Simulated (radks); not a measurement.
Spin polarisation of the 5p5 shell in the barium ion Ba3+. Start: [Kr] 4d10 5s2 5p(up 2.5, down 2.5); electrons of 5p are moved from spin down to spin up, other shells keep equal spins. Method: scalar-relativistic Kohn-Sham, SCAN, spin-polarised, spherical densities, finite nucleus; meta-GGA in the generalised Kohn-Sham scheme; Fermi nuclear charge, rms radius of each element as measured or else 0.836 A^(1/3) + 0.57 fm; computed with a radial shooting solver on a logarithmic mesh with Libxc functionals.

moment (Bohr magnetons)  E - E(0) (eV)  e(5p up) (eV)  e(5p down) (eV)  5s down minus up (eV)
0                                0.000        -42.580          -42.580                 0.000
0.25                            -0.022        -42.721          -42.434                  0.300
0.5                             -0.074        -42.856          -42.286                  0.591
0.75                            -0.161        -42.985          -42.136                  0.876
1                               -0.283        -43.110          -41.981                  1.160

At moment 1 the spin-polarisation energy is -0.283 eV and the 5p exchange splitting 1.130 eV, that is 1.130 eV per Bohr magneton; E = -I m^2/4 would give I = 1.134 eV.
